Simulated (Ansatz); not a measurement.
Molecule: AlI2, charge -1, multiplicity 1. 
Structure (B3LYP-D3(BJ)/def2-TZVP (Ansatz, a program for electronic structure) minimum search):
```
Al
I 1 2.7838
I 1 2.7838 2 100.59
```
Charge -1, spin multiplicity 1.

Q: Give the harmonic wavenumbers at B3LYP-D3(BJ)/def2-TZVP (Ansatz, finite differences of forces, unscaled).

A: 52, 200, 225 cm⁻¹. Zero-point energy 0.7 kcal/mol.

Q: From these and the geometry, give the ideal-gas thermochemistry at 298.15 K and 1 atm (rigid rotor, harmonic oscillator).

A: Point group C2v, rotational symmetry number 2. Rotational constants 6.551, 0.4341, 0.4071 GHz. S(trans) 42.80, S(rot) 28.63, S(vib) 8.80, S(elec, spin only) 0.00, S 80.2 cal/(mol K). H(298) - H(0) 3.57 kcal/mol; G - E(el) -19.7 kcal/mol.
